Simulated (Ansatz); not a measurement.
C2H5NSi can be A, `[SiH3]C1C=N1`, or B, `N=C=C[SiH3]`.

Calculated with Ansatz (gas phase, PBE0-D4/def2-TZVP geometries, no zero-point term in ΔE). CCSD(T)/CBS is the MP2 limit (def2-TZVPP, def2-QZVPP) plus CCSD(T) − MP2 in def2-TZVPP, frozen cores. Functionals use def2-TZVPP. Each species was taken in one conformer, which may not be the lowest.

A:

```xyz
9

Si    1.139   -0.326   -0.491
C    -0.228    0.379    0.570
C    -1.637    0.100    0.352
N    -1.352    1.211   -0.122
H     1.836   -1.419    0.243
H     0.548   -0.870   -1.741
H     2.140    0.720   -0.828
H     0.049    0.758    1.555
H    -2.495   -0.552    0.462
```

B:

```xyz
9

N     0.796    2.173   -0.749
C     0.062    1.229   -0.532
C    -0.722    0.248   -0.170
Si   -0.048   -1.241    0.696
H     1.271    2.207   -1.646
H    -1.779    0.338   -0.401
H     1.419   -1.073    0.851
H    -0.674   -1.403    2.035
H    -0.323   -2.477   -0.085
```

Question: Which isomer does CCSD(T)/CBS put lower? Give the gap. (An estimate is asked.)

Answer: Ansatz gave: B, by 27.3 kcal/mol.

Question: Give E(B) − E(A) in kcal/mol with B2PLYP, CCSD(T)/def2-TZVPP, ωB97M-V, HF/def2-TZVPP, MP2/def2-TZVPP, CCSD/def2-TZVPP, LDA (SPW92). (Estimate.)

Answer: The calculation gave: B2PLYP -30.9, CCSD(T)/def2-TZVPP -27.3, ωB97M-V -28.9, HF/def2-TZVPP -32.8, MP2/def2-TZVPP -26.8, CCSD/def2-TZVPP -27.5, LDA (SPW92) -31.1. None reverses the order clearly.

Question: Does the order hold for the free energy at 298.15 K (harmonic terms from PBE0-D4)? (An estimate is asked.)

Answer: The calculation gave: Yes: G(B) − G(A) = -27.4 kcal/mol, for one conformer each.

Largest T1 diagnostic: 0.015.

In def2-TZVPP, CCSD(T) changes the Hartree–Fock value by +5.5 kcal/mol (the triples alone add +0.3 kcal/mol) and MP2 by +6.0 kcal/mol. At CCSD(T), def2-SVP lies +2.8 kcal/mol from the extrapolated value and def2-TZVPP +0.0 kcal/mol.
